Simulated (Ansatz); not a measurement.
Mulliken charges of Cl2HOSSi, SMILES `O[Si]([S])(Cl)Cl` radical from PBE/def2-TZVPP in Ansatz (PBE0-D4/def2-TZVP geometry).

```csv
atom,x (Å),y (Å),z (Å),charge (e)
O1,-0.834,0.450,0.978,-0.303
Si2,0.212,0.078,-0.205,0.578
S3,1.555,-1.461,0.296,-0.154
Cl4,-0.724,-0.680,-1.855,-0.157
Cl5,1.113,1.831,-0.670,-0.167
H6,-1.279,-0.283,1.410,0.202
```

Q: By hand: the dipole of these point charges (1 e Å = 4.8032 D).

A: Σ q r = (-0.195, -0.122, 0.228) e Å, of length 0.324 e Å = 1.56 D.

Q: How does the dipole of the full density compare? (Best estimate.)

A: Computed: (-0.197, -0.194, 0.186) e Å, 1.60 D; the point charges give 0.97 times that, at 14° from its direction.

Point charges leave out the atoms' own dipoles, such as those of lone pairs, and Mulliken's split depends on the basis, so the close match here is no proof of good charges.
